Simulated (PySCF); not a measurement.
ZrOF₂, SMILES [O]=[Zr]([F])[F], multiplicity 1. Coordinates come from a B3LYP-D3(BJ)/def2-TZVP optimisation. The multiplicity is an assumed one; other spin states were not compared. The def2 effective core potentials stand for the cores of Zr; spin–orbit coupling is left out.

Computed equilibrium geometry at B3LYP-D3(BJ)/def2-TZVP (PySCF confirms it by a frequency run) as a Z-matrix, and its point group:
point group Cs.
```
Zr
O 1 1.7491
F 1 1.9461 2 112.03
F 1 1.9461 2 112.03 3 -138.73
```
Charge 0, spin multiplicity 1.
